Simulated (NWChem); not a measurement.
Atomisation of N-methylmethanimine (C2H5N)

```xyz
8

C     -1.1018     0.3452     0.0000
N      0.0354    -0.5448     0.0000
C      1.1976    -0.0473     0.0000
H     -1.7294     0.1339    -0.8824
H     -1.7294     0.1339     0.8824
H     -0.8381     1.4237     0.0000
H      1.3987     1.0455     0.0000
H      2.0757    -0.7107     0.0000
```
Charge 0, spin multiplicity 1.

Program: NWChem. All single points use one geometry, from B3LYP/def2-SVP, a minimum by its harmonic frequencies.

Basis set: def2-TZVP. The atomisation energy is electronic alone: no zero-point, thermal, spin-orbit or counterpoise terms. No value is extrapolated to the basis-set limit. Free atoms are single determinants with multiplicities C 3, N 4, H 2.

B3LYP has NWChem's definition, with VWN1-RPA local correlation. No SCF solution was tested for a lower state. Open-shell Hartree-Fock references start from PBE0 orbitals.

Task: One of these methods gave an atomisation energy of 518.2 kcal/mol. Which?
(A) PBE
(B) B3LYP
(C) LDA (SVWN5)
(D) HF

Result: D, HF. The others give 835.5 (LDA (SVWN5)), 730.1 (B3LYP), 747.6 (PBE).
